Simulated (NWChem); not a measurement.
System: CH6SSi; SMILES CS[SiH3]

Here is an NWChem input.

```
start job
memory heap 200 mb stack 900 mb global 1100 mb
geometry units angstroms noautosym nocenter noautoz
  Si     0.153505     1.346889     0.000236
  S     -0.719478    -0.607201     0.000171
  C      0.789058    -1.629718     0.001306
  H     -0.988436     2.305423    -0.001004
  H      1.005074     1.567165     1.210952
  H      1.007053     1.566371    -1.209231
  H      1.395637    -1.454555    -0.898857
  H      0.458142    -2.677114     0.002871
  H      1.396123    -1.452042     0.900651
end
basis spherical
  Si library pcsseg-1
  S library pcsseg-1
  C library pcsseg-1
  H library pcsseg-1
end
dft
  xc kt2
  iterations 150
end
property
  shielding 7 1 2 3 4 5 7 8
  efieldgrad
end
task dft property
```

NWChem printed, in part:

```
             Northwest Computational Chemistry Package (NWChem) 7.3.0
             --------------------------------------------------------

                             Geometry "geometry" -> ""
                             -------------------------

 Output coordinates in angstroms (scale by  1.889725989 to convert to a.u.)

  No.       Tag          Charge          X              Y              Z
 ---- ---------------- ---------- -------------- -------------- --------------
    1 Si                  14.0000     0.15350500     1.34688900     0.00023600
    2 S                   16.0000    -0.71947800    -0.60720100     0.00017100
    3 C                    6.0000     0.78905800    -1.62971800     0.00130600
    4 H                    1.0000    -0.98843600     2.30542300    -0.00100400
    5 H                    1.0000     1.00507400     1.56716500     1.21095200
    6 H                    1.0000     1.00705300     1.56637100    -1.20923100
    7 H                    1.0000     1.39563700    -1.45455500    -0.89885700
    8 H                    1.0000     0.45814200    -2.67711400     0.00287100
    9 H                    1.0000     1.39612300    -1.45204200     0.90065100

 Effective nuclear repulsion energy (a.u.)     152.1647902339

                              NWChem Property Module
                              ----------------------

  itol2e modified to match energy
  convergence criterion.

                                 NWChem DFT Module
                                 -----------------

 Summary of "ao basis" -> "ao basis" (spherical)
 ------------------------------------------------------------------------------
       Tag                 Description            Shells   Functions and Types
 ---------------- ------------------------------  ------  ---------------------
 Si                         pcsseg-1                10       24   4s5p1d
 S                          pcsseg-1                10       24   4s5p1d
 C                          pcsseg-1                 7       17   3s3p1d
 H                          pcsseg-1                 3        5   2s1p

  itol2e modified to match energy
  convergence criterion.

            General Information
            -------------------
          SCF calculation type: DFT
          Wavefunction type:  closed shell.
          No. of atoms     :     9
          No. of electrons :    42
           Alpha electrons :    21
            Beta electrons :    21
          Charge           :     0
          Spin multiplicity:     1
          Use of symmetry is: off; symmetry adaption is: off
          Maximum number of iterations: 150
          AO basis - number of functions:    95
                     number of shells:    45
          Convergence on energy requested:  1.00D-07
          Convergence on density requested:  1.00D-05
          Convergence on gradient requested:  5.00D-04

              XC Information
              --------------
                          KT2 Method XC Functional
                        Slater Exchange Functional  1.072 local
                           KT1 gradient correction  1.000 non-local
            Perdew 1991 LDA Correlation Functional  0.577 local

             Grid Information
             ----------------
          Grid used for XC integration:  fine
          Radial quadrature: Mura-Knowles
          Angular quadrature: Lebedev.
          Tag              B.-S. Rad. Rad. Pts. Rad. Cut. Ang. Pts.
          ---              ---------- --------- --------- ---------
          Si                  1.10      123          12.0       770
          S                   1.00      123          10.0       770
          C                   0.70       70          12.0       590
          H                   0.35       60          13.0       590
          Grid pruning is: on
          Number of quadrature shells:   676
          Spatial weights used:  Erf1

      Superposition of Atomic Density Guess
      -------------------------------------

 Sum of atomic energies:        -726.90591864

      Non-variational initial energy
      ------------------------------

 Total energy =    -728.159784
 1-e energy   =   -1305.541646
 2-e energy   =     425.217072
 HOMO         =      -0.290527
 LUMO         =       0.038231

   convergence    iter        energy       DeltaE   RMS-Dens  Diis-err
 ---------------- ----- ----------------- --------- --------- ---------
 d= 0,ls=0.0,diis     1   -735.6724495966 -8.88D+02  8.53D-03  8.44D-01
 d= 0,ls=0.0,diis     2   -735.6805887277 -8.14D-03  6.98D-03  2.49D-01
 d= 0,ls=0.0,diis     3   -735.6973676759 -1.68D-02  2.99D-03  9.90D-02
 d= 0,ls=0.0,diis     4   -735.7117564675 -1.44D-02  6.07D-04  2.76D-03
 d= 0,ls=0.0,diis     5   -735.7120283616 -2.72D-04  1.86D-04  3.43D-04
  Resetting Diis
 d= 0,ls=0.0,diis     6   -735.7120830257 -5.47D-05  4.87D-05  1.54D-05
 d= 0,ls=0.0,diis     7   -735.7120853287 -2.30D-06  2.44D-05  8.95D-07
 d= 0,ls=0.0,diis     8   -735.7120851533  1.75D-07  1.50D-05  2.05D-06
 d= 0,ls=0.0,diis     9   -735.7120854700 -3.17D-07  1.44D-06  1.60D-08
 d= 0,ls=0.0,diis    10   -735.7120854724 -2.40D-09  3.28D-07  1.12D-09

         Total DFT energy =     -735.712085472358
      One electron energy =    -1309.985230777327
           Coulomb energy =      482.852627273807
    Exchange-Corr. energy =      -60.744272202742
 Nuclear repulsion energy =      152.164790233903

 Numeric. integr. density =       42.000000883421

                       DFT Final Molecular Orbital Analysis
                       ------------------------------------

 Vector   19  Occ=2.000000D+00  E=-3.135848D-01
              MO Center= -2.6D-01,  1.2D+00, -1.0D-04, r^2= 3.8D+00
   Bfn.  Coefficient  Atom+Function         Bfn.  Coefficient  Atom+Function
  ----- ------------  ---------------      ----- ------------  ---------------
    66      0.391431  4 H  s                 14     -0.231448  1 Si px
    15      0.209391  1 Si py                67      0.198918  4 H  s
    39     -0.170934  2 S  py                86     -0.142224  8 H  s
    56      0.140911  3 C  py                71     -0.132978  5 H  s
    76     -0.133044  6 H  s                 17     -0.112837  1 Si px

 Vector   20  Occ=2.000000D+00  E=-2.788840D-01
              MO Center= -4.0D-01, -4.3D-01,  4.1D-04, r^2= 3.0D+00
   Bfn.  Coefficient  Atom+Function         Bfn.  Coefficient  Atom+Function
  ----- ------------  ---------------      ----- ------------  ---------------
    38      0.361707  2 S  px                41      0.300302  2 S  px
    39      0.244212  2 S  py                15     -0.219503  1 Si py
    28     -0.211804  2 S  s                 42      0.201973  2 S  py
    27     -0.200088  2 S  s                 26      0.140823  2 S  s
    86      0.138064  8 H  s                 55     -0.134349  3 C  px

 Vector   21  Occ=2.000000D+00  E=-2.141484D-01
              MO Center= -4.4D-01, -4.5D-01,  2.2D-04, r^2= 2.5D+00
   Bfn.  Coefficient  Atom+Function         Bfn.  Coefficient  Atom+Function
  ----- ------------  ---------------      ----- ------------  ---------------
    43      0.518548  2 S  pz                40      0.513070  2 S  pz
    72     -0.154903  5 H  s                 77      0.154913  6 H  s
    81      0.132750  7 H  s                 91     -0.132534  9 H  s
    34     -0.131701  2 S  pz                71     -0.125161  5 H  s
    76      0.125154  6 H  s                 31     -0.122460  2 S  pz

 Vector   22  Occ=0.000000D+00  E=-2.887481D-02
              MO Center=  2.8D-01,  4.2D-01,  7.4D-04, r^2= 5.3D+00
   Bfn.  Coefficient  Atom+Function         Bfn.  Coefficient  Atom+Function
  ----- ------------  ---------------      ----- ------------  ---------------
    18      1.024605  1 Si py                51      0.727204  3 C  s
    42      0.683088  2 S  py                28      0.509519  2 S  s
    67     -0.479717  4 H  s                  4     -0.416056  1 Si s
    87     -0.300231  8 H  s                 15      0.297454  1 Si py
    39      0.241715  2 S  py                82     -0.203535  7 H  s

 Vector   23  Occ=0.000000D+00  E=-1.286648D-02
              MO Center= -1.1D-02,  1.9D-01,  5.2D-04, r^2= 5.5D+00
   Bfn.  Coefficient  Atom+Function         Bfn.  Coefficient  Atom+Function
  ----- ------------  ---------------      ----- ------------  ---------------
    28      1.066676  2 S  s                 51     -0.857663  3 C  s
    17      0.809326  1 Si px                41      0.626217  2 S  px
    18      0.570309  1 Si py                58      0.512152  3 C  px
    72     -0.457016  5 H  s                 77     -0.457538  6 H  s
    67      0.320737  4 H  s                 87      0.315877  8 H  s

 Vector   24  Occ=0.000000D+00  E= 2.214234D-02
              MO Center= -5.6D-03,  1.3D+00,  9.7D-04, r^2= 4.3D+00
   Bfn.  Coefficient  Atom+Function         Bfn.  Coefficient  Atom+Function
  ----- ------------  ---------------      ----- ------------  ---------------
    19      1.647085  1 Si pz                72     -1.232682  5 H  s
    77      1.225979  6 H  s                 43     -0.354905  2 S  pz
    16      0.302810  1 Si pz                71     -0.196360  5 H  s
    76      0.195597  6 H  s                 23      0.151545  1 Si d  1
    40     -0.142078  2 S  pz                60     -0.098112  3 C  pz

     Multipole analysis of the density
     ---------------------------------

     L   x y z        total         alpha         beta         nuclear
     -   - - -        -----         -----         ----         -------
     0   0 0 0     -0.000000    -21.000000    -21.000000     42.000000

[...]

          -----------------------------------------
          Chemical Shielding Tensors (GIAO, in ppm)
          -----------------------------------------

                                NWChem CPHF Module
                                ------------------

  scftype          =     RHF
  nclosed          =       21
  nopen            =        0
  variables        =     1554
  # of vectors     =        3
  tolerance        = 0.10D-03
  level shift      = 0.00D+00
  max iterations   =       50
  max subspace     =       30

 SCF residual:    1.0041957023427585E-005

Iterative solution of linear equations
  No. of variables     1554
  No. of equations        3
  Maximum subspace       30
        Iterations       50
       Convergence  1.0D-04

   iter   nsub   residual    time
   ----  ------  --------  ---------
     1      3    4.07D-06      68.2

      Atom:    1  Si
        Diamagnetic
    880.8294      2.3346      0.0007
      2.3346    888.3925     -0.0009
      0.0007     -0.0009    878.8271

        Paramagnetic
   -518.5658     31.3417     -0.0032
     31.3417   -415.3891     -0.0138
     -0.0032     -0.0138   -485.1343

        Total Shielding Tensor
    362.2636     33.6763     -0.0025
     33.6763    473.0033     -0.0147
     -0.0025     -0.0147    393.6928

           isotropic =     409.6533
          anisotropy =     109.1804

          Principal Components and Axis System
                 1           2           3
              482.4402    393.6928    352.8267

      1         0.2698      0.0001      0.9629
      2         0.9629      0.0002     -0.2698
      3        -0.0002      1.0000     -0.0000

      Atom:    2  S
        Diamagnetic
   1061.5344     -2.2922      0.0057
     -2.2922   1063.8578     -0.0041
      0.0057     -0.0041   1052.7408

        Paramagnetic
   -310.6761   -123.6392      0.1220
   -123.6392   -308.6108     -0.1476
      0.1220     -0.1476   -425.9979

        Total Shielding Tensor
    750.8583   -125.9314      0.1277
   -125.9314    755.2470     -0.1517
      0.1277     -0.1517    626.7429

           isotropic =     710.9494
          anisotropy =     252.0808

          Principal Components and Axis System
                 1           2           3
              879.0033    627.1028    626.7421

      1        -0.7009      0.7126      0.0297
      2         0.7132      0.7003      0.0302
      3        -0.0008     -0.0423      0.9991

      Atom:    3  C
        Diamagnetic
    257.5975     -7.5862      0.0086
     -7.5862    253.2597     -0.0043
      0.0086     -0.0043    247.2422

        Paramagnetic
    -82.7201     -8.9414      0.0108
     -8.9414    -85.2664     -0.0061
      0.0108     -0.0061    -89.6807

        Total Shielding Tensor
    174.8774    -16.5275      0.0194
    -16.5275    167.9933     -0.0104
      0.0194     -0.0104    157.5615

           isotropic =     166.8107
          anisotropy =      32.2601

          Principal Components and Axis System
                 1           2           3
              188.3175    157.5615    154.5532

      1         0.7759      0.0003      0.6309
      2        -0.6309      0.0015      0.7758
      3         0.0007      1.0000     -0.0014

      Atom:    4  H
        Diamagnetic
     30.2476     -6.7028      0.0083
     -6.7028     32.9611     -0.0087
      0.0083     -0.0087     22.7031

        Paramagnetic
     -4.2257      3.3365     -0.0043
      3.3365     -2.6809      0.0037
     -0.0043      0.0037      0.6542

        Total Shielding Tensor
     26.0219     -3.3663      0.0040
     -3.3663     30.2802     -0.0050
      0.0040     -0.0050     23.3573

           isotropic =      26.5531
          anisotropy =       8.3716

          Principal Components and Axis System
                 1           2           3
               32.1342     24.1679     23.3572

      1        -0.4824      0.8759     -0.0015
      2         0.8759      0.4824     -0.0000
      3        -0.0007      0.0013      1.0000

      Atom:    5  H
        Diamagnetic
     27.4621      2.9637      6.7799
      2.9637     26.0665      3.2111
      6.7799      3.2111     30.9301

        Paramagnetic
     -1.9968     -0.2856     -3.7277
     -0.2856      0.1274     -0.8794
     -3.7277     -0.8794     -2.8506

        Total Shielding Tensor
     25.4652      2.6780      3.0522
      2.6780     26.1939      2.3317
      3.0522      2.3317     28.0795

           isotropic =      26.5795
          anisotropy =       8.2917

          Principal Components and Axis System
                 1           2           3
               32.1074     24.7251     22.9062

      1         0.5202     -0.1949      0.8315
      2         0.5067     -0.7134     -0.4842
      3         0.6875      0.6732     -0.2724

      Atom:    6  H
        Diamagnetic
     31.9524     -2.2081     -8.4022
     -2.2081     25.7018     -0.1912
     -8.4022     -0.1912     31.6611

        Paramagnetic
     -0.3936     -0.7342      3.1936
     -0.7342      0.7732      0.7477
      3.1936      0.7477     -1.8806

        Total Shielding Tensor
     31.5588     -2.9424     -5.2086
     -2.9424     26.4751      0.5565
     -5.2086      0.5565     29.7806

           isotropic =      29.2715
          anisotropy =      11.0465

          Principal Components and Axis System
                 1           2           3
               36.6358     27.0306     24.1480

      1         0.7603     -0.2576      0.5962
      2        -0.2529      0.7281      0.6371
      3        -0.5982     -0.6353      0.4884

      Atom:    7  H
        Diamagnetic
     26.2932      0.4017     -0.0015
      0.4017     40.8811     -0.0247
     -0.0015     -0.0247     23.0366

        Paramagnetic
      0.3615     -1.9142      0.0019
     -1.9142     -3.8172      0.0073
      0.0019      0.0073      0.5371

        Total Shielding Tensor
     26.6547     -1.5125      0.0004
     -1.5125     37.0639     -0.0174
      0.0004     -0.0174     23.5737

           isotropic =      29.0974
          anisotropy =      12.2727

          Principal Components and Axis System
                 1           2           3
               37.2792     26.4394     23.5737

      1        -0.1409      0.9900      0.0005
      2         0.9900      0.1409      0.0014
      3        -0.0013     -0.0007      1.0000
```

Level: KT2/pcSseg-1, GIAO. All runs use the structure optimised with PBE0/def2-SVP. NWChem prints the field gradient with the sign opposite to the second derivative of the potential. The output numbers the shielded atoms by their place in the input's list. The printed shielding anisotropy is the first printed principal value minus the mean of the other two.
